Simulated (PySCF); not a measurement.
ZrF3Cl, SMILES [Zr]([F])([F])([Cl])[F], multiplicity 1.

The structure is a stationary point at r2SCAN-D4/def2-SVP. The multiplicity is an assumed one; other spin states were not compared. The def2 effective core potentials stand for the cores of Zr; spin–orbit coupling is left out.

Two levels are set side by side: PBE/def2-TZVP (PySCF) and HF/def2-TZVP (PySCF). Same geometry, gas phase. Differences are taken from unrounded values.

```csv
quantity,PBE
orbital gap (eV),5.84
highest occupied level (eV),-8.54
lowest empty level (eV),-2.69
mean polarisability (bohr³),48.6
```

### Question
These are the PBE values. What does HF give? (Estimate from the structure and the level; the computed values follow.)

### Answer

```tsv
quantity	HF	PBE minus HF
orbital gap (eV)	14.66	-8.81
highest occupied level (eV)	-13.42	4.88
lowest empty level (eV)	1.24	-3.93
mean polarisability (bohr³)	38.4	10.2
```

PBE's occupied levels lie high since its potential decays too fast outside the molecule; exact exchange lowers them and widens the gap. Loosely held outer electrons make PBE densities more polarisable. Differences between two approximate levels are no errors against the true value.

Rough cost on one machine, each run with all the roots and properties that it gave: HF against PBE within a factor of 2.
